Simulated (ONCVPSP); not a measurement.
# Building the ONCV potential for Ba (PBE, scalar-relativistic).

- Element: barium (Ba)
- Generator: ONCVPSP 4.0.1
- Type: optimised norm-conserving Vanderbilt (ONCV)
- Functional: PBE
- Relativity: scalar-relativistic
- Frozen core: [Kr] 4d10
- Valence charge: 10
- Reference configuration: 5s2 5p6 6s2
- Partial waves: 5s+6s: rc 3.05 bohr, ncon 4, nbas 9, qcut 4.7 1/bohr, 2 projectors; 5p: rc 3.05 bohr, ncon 4, nbas 7, qcut 3.9 1/bohr, local; d scattering state at 0.02 Ha: rc 3.10 bohr, ncon 3, nbas 7, qcut 3.6 1/bohr, 2 projectors, debl 2.6 Ha
- Local potential: the p channel
- Core correction: Teter function, fcfact 4.75, rcfact 1.6

In the d channel the program set the typed energies aside and used 0.050, 2.650 Ha.

Poles of the logarithmic derivatives, all-electron (AE) and pseudo (PS). s: poles at -1.2, 1.5 (AE) and -1.2, 1.3, 3.2 (PS) Ha. p: poles at -0.6, 2.1 (AE) and -0.6, 1.5, 4.6 (PS) Ha. d: poles at 0.4, 2.9 (AE) and 0.4, 2.9 (PS) Ha. Test radii: s 3.09, p 3.09, d 3.14 bohr.

* Cutoffs needed: 5.7 Ha and 7.3 Ha (the cutoffs (Ha) at which the residual kinetic energy of the hardest occupied pseudo-wave falls to 1 and 0.1 mHa per electron)
* Ghost test: no bound ghost flagged; no localised positive-energy state flagged
* Largest excitation error: +251 meV (all-electron minus pseudo) for 5s2 5p6 6s0 6p2, out of 4 test configurations
* rms error of d²Exc/dni dnj: 3.59 mHa without and 3.79 mHa with the model core
